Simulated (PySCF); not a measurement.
BCl$_{2}$, SMILES `Cl[B]Cl` (charge 0, multiplicity 2)

The numbers are results of ωB97X-D3(BJ)/def2-TZVP in PySCF 2.14.0, not measurements.

| Quantity | Value |
|---|---|
| highest occupied spin orbital | -8.77 eV |
| dipole moment | 0.28 D |
| total energy | -25723.19 eV |
| cost | around 40 core-seconds (rough) |

Bond lengths (Å): Cl1–B2 1.723, B2–Cl3 1.723. Bond angles (°): Cl1–B2–Cl3 125.1.
Charge 0, spin multiplicity 2.
